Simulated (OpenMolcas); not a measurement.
# Tc: effect of the IPEA shift

| Item | Value |
| --- | --- |
| Program | OpenMolcas |
| Basis | ANO-RCC-VTZP [7s6p4d2f1g] |
| Scalar Hamiltonian | DKH2, point nucleus |
| Active space | 5 electrons in 5 orbitals (4d) |
| State averaging | 2S+1 = 6 even, 1 root; 2S+1 = 4 even, 24 roots; 2S+1 = 2 even, 75 roots (58 in the spin-orbit step) |
| Spin-orbit coupling | state interaction with AMFI integrals over the reference wave functions, term energies averaged over their components |

Methods on the same reference wave functions:
A. CASSCF
B. MS-CASPT2, IPEA 0 Eh, imaginary shift 0.1 Eh (closed shells correlated: 4s 4p 5s)
C. MS-CASPT2, IPEA 0.25 Eh, imaginary shift 0.1 Eh (closed shells correlated: 4s 4p 5s)

Energies in cm-1 above 4d5 5s2 6S 5/2.

| Level | A | B | C |
| --- | --- | --- | --- |
| 4d5 5s2 6S 5/2 | 0.0 | 0.0 | 0.0 |
| 4d5 5s2 4G 5/2 | 23286 | 18790 | 19190 |
| 4d5 5s2 4G 7/2 | 23405 | 18960 | 19330 |
| 4d5 5s2 4G 11/2 | 23431 | 19020 | 19380 |
| 4d5 5s2 4G 9/2 | 23474 | 19060 | 19420 |
| 4d5 5s2 4P 5/2 [53 %] | 26456 | 19790 | 20670 |
| 4d5 5s2 4P 3/2 [54 %] | 26724 | 20100 | 20960 |
| 4d5 5s2 4P 1/2 [63 %] | 27082 | 20560 | 21480 |
| 4d5 5s2 4D 7/2 | 28809 | 21560 | 22120 |
| 4d5 5s2 4D 1/2 [64 %] | 29194 | 22080 | 22770 |
| 4d5 5s2 4D 3/2 [54 %] | 29462 | 22450 | 23200 |
| 4d5 5s2 4D 5/2 [55 %] | 29482 | 22450 | 23220 |
| 4d5 5s2 2I 11/2 | 33324 | 28270 | 28790 |
| 4d5 5s2 2I 13/2 | 33589 | 28630 | 29120 |
| 4d5 5s2 2D 5/2(1) [55 %] | 36686 | 27950 | 29820 |
| 4d5 5s2 2D 3/2(1) [63 %] | 37578 | 28630 | 30350 |
| 4d5 5s2 4F 9/2 | 38668 | 30440 | 31220 |
| 4d5 5s2 4F 5/2 | 39002 | 30740 | 31560 |
| 4d5 5s2 4F 3/2 [63 %] | 39701 | 31370 | 32340 |
| 4d5 5s2 2F 5/2(1) [50 %] | 40857 | 32280 | 34100 |
| 4d5 5s2 2H 11/2 | 41573 | 34550 | 35640 |
| 4d5 5s2 2G 7/2 | 42262 | 33120 | 34820 |
| 4d5 5s2 2F 5/2(2) | 45213 | 34540 | 36280 |
| 4d5 5s2 2F 7/2(2) | 45371 | 35010 | 36650 |

Between B and C the level of the table that moves most is 4d5 5s2 2D 5/2(1) [55 %], by 1900 cm-1 (lowest in B, highest in C). Moves below CASPT2's spread within the term are not significant.

From A to B the spin-free energies of the other terms of 4d5 5s2 shown, above 6S, scale by factors of 0.75 to 0.85, as is usual when dynamic correlation screens the repulsion within a d or f shell.

The lowest spin-free term lies below A's lowest term by 0.473 hartree in B, 0.452 hartree in C.

Term energies are means over components that CASPT2 splits; among the terms shown or strongly mixed into the levels shown the widest spread is 1100 cm-1 (4d5 5s2 2F(2), C). Some high roots are left out of the spin-orbit mixing, which shifts the levels that they would mix with. With the s shell closed, the reference lacks s² → p², s² → d² and s → d mixing, so excited terms can stand far too high and out of order, with CASPT2 too. Without dynamic correlation excited terms often stand tens of per cent too high (terms of higher spin than the ground term too low), and those without a measured partner can miss by more than the paired ones (holds for A). The CASPT2 spread within a term exceeds the gap to the next term for 4d5 5s2 2D(1) and 4d5 5s2 4F, 4d5 5s2 4F and 4d5 5s2 2F(1), 4d5 5s2 2H and 4d5 5s2 2F(2), so the order of their levels is uncertain, and so are names and mixing where such terms share a J (holds for C). Only configurations of the active space appear. Levels that lie high or do not pair safely by name in every column are left out.

A share in square brackets marks a mixed level and gives the weight of the term that names it, the lowest over the columns. A number in round brackets counts repeated terms of one configuration in the order of the reference energies.
